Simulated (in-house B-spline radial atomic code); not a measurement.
Values are calculated unless marked as measured or tabulated.
## Ghost states of the separable form: As

As, [Ar] 3d10 4s2 4p3, non-relativistic PBE, spherical and spin-unpolarised, from a B-spline radial code for spherical atoms (atomic units; all potentials screened as in the neutral atom).

Troullier-Martins channels: 4s (ε = -0.5165, r_c = 1.346 bohr), 4p (ε = -0.1922, r_c = 1.644 bohr). In the Kleinman-Bylander form one channel serves as the local potential, and each other channel l becomes |δV u><u δV|/<u|δV|u>, with δV = V_l − V_local and u the pseudo-orbital. Its strength is E_KB = <u|δV²|u>/<u|δV|u>. By the analysis of Gonze, Stumpf and Scheffler a spurious state lies below the reference level ε if E_KB > 0 and ε is above the second level of the local potential alone, or if E_KB < 0 and ε is above its first. The table's levels are those of angular momentum l in a sphere of 9 bohr, whose wall can lift a shallow ε a little above its free-atom value.

```
local  channel  <u δV u>  <u δV² u>        ε  first local level  second local level
    p        s  0.021704    0.22556  -0.5165            -0.5839              0.0041
    s        p  -0.00508    0.10382  -0.1920            -0.1960              0.0989
```

Question: Apply the rule to each row.

Answer: Local p, channel s: E_KB = +10.4, so ε = -0.5165 is set against 0.0041: no ghost. Local s, channel p: E_KB = -20.4, so ε = -0.1920 is set against -0.1960: a ghost.

Diagonalising the separable Hamiltonian gives:

```json
{"local": "p", "channel": "s", "three lowest levels": "-0.5165, 0.0215, 0.3147", "all-electron, two lowest valence levels": "-0.5165, 0.0214"}
{"local": "s", "channel": "p", "three lowest levels": "-7.0529, -0.1920, 0.0991", "all-electron, two lowest valence levels": "-0.1920, 0.0988"}
```

Question: Which choices of local channel are safe?

Answer: Free of ghosts: p. With s local the p channel has a ghost 6.86 hartree below ε, since the attractive projector pulls a state below the first local level. Among the safe choices the second level, which tests transfer, is off by at most 0.1 millihartree (p local). A small <u δV u> makes E_KB large and sensitive.
